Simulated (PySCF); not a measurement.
## Field gradients at the hydrogen positions

Species: C4H6F3PSi.
Cartesian coordinates in Å at the GFN2-xTB level; atoms count from 1:
```
atom  x, y, z in Å
C1    -2.2678    1.1210   -0.4157
Si2   -1.2763   -0.0289    0.7252
P3    -1.8733   -2.1676    0.3575
C4     0.5378    0.2036    0.3336
C5     1.7103    0.2442    0.0622
C6     3.1335    0.2986   -0.2431
F7     3.3925   -0.0379   -1.5185
F8     3.8425   -0.5436    0.5286
F9     3.6530    1.5228   -0.0549
H10   -3.3316    1.0275   -0.2162
H11   -2.1062    0.8823   -1.4638
H12   -1.9900    2.1594   -0.2655
H13   -1.4055    0.2975    2.1498
H14   -0.7937   -2.7069    1.0380
H15   -1.2295   -2.2639   -0.8664
```

Level: PBE0/pcSseg-1 (PySCF, non-relativistic); Q(2H) = 0.00286 b; rigid geometry, the same for H and D, with no vibrational averaging.

Question: Rank these positions by the coupling χzz of a deuteron there, largest first.
A. H13 (Si–H hydrogen)
B. H10 (methyl hydrogen)
C. H14 (P–H hydrogen)

Answer: B (216 kHz), C (142 kHz), A (106 kHz).

Tabulate Vzz, the asymmetry η and χzz = 234.96 MHz × Q × Vzz for every hydrogen position.

| atom | bonded to | bond length (Å) | Vzz (au) | η | χzz (kHz) |
| --- | --- | --- | --- | --- | --- |
| H10 | C1 | 1.086 | 0.3219 | 0.00 | 216 |
| H11 | C1 | 1.087 | 0.3211 | 0.01 | 216 |
| H12 | C1 | 1.085 | 0.3246 | 0.00 | 218 |
| H13 | Si2 | 1.467 | 0.1577 | 0.01 | 106 |
| H14 | P3 | 1.385 | 0.2111 | 0.07 | 142 |
| H15 | P3 | 1.386 | 0.2102 | 0.08 | 141 |

Average by the element that carries the hydrogen.

on C: 217 kHz over 3 positions, mean bond length 1.086 Å; on Si: 106 kHz over 1 position, mean bond length 1.467 Å; on P: 142 kHz over 2 positions, mean bond length 1.386 Å.

A static deuteron (I = 1) shows a doublet split by (3/2)χ, (3/4)χ(1 + η) and (3/4)χ(1 − η) with the field along z, y and x of the gradient. What are these for H12?

With |χ| = 218.1 kHz and η = 0.003: 327, 164 and 163 kHz, to first order and without motion.

The structure is a single GFN2-xTB conformer in the gas phase; no vibrational or solvent corrections. GFN2-xTB bond lengths can be off by several hundredths of an ångström, more for odd bonds, and the gradients follow them. A larger basis could move these couplings by a tenth or more.
